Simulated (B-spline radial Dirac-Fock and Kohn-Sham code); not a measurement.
## Relativistic shifts of the levels of W⁵⁰⁺

System: W⁵⁰⁺, [Ar] 3d6.

Both columns are ΔSCF binding energies of the configuration average from a radial B-spline solver: non-relativistic Hartree-Fock with a point nucleus, and Dirac-Fock with a finite nucleus and the Coulomb interaction alone, averaged over the two j levels with weights 2j+1.

| shell | Hartree-Fock (eV) | Dirac-Fock (eV) | shift (eV) | shift (%) |
| --- | --- | --- | --- | --- |
| 1s | 67243.9 | 72957.2 | +5713.32 | +8.50 |
| 2s | 13594.7 | 15151.6 | +1556.95 | +11.45 |
| 2p | 13152.0 | 13696.9 | +544.88 | +4.14 |
| 3s | 5105.1 | 5542.1 | +436.99 | +8.56 |
| 3p | 4908.5 | 5092.4 | +183.92 | +3.75 |
| 3d | 4593.3 | 4606.7 | +13.44 | +0.29 |

Relativity binds 1s, 2s, 2p, 3s, 3p, 3d more strongly, among those listed most of all 2s in relative terms.

Values without a named source are computed, but for edge energies of neutral atoms, which are taken from tables.
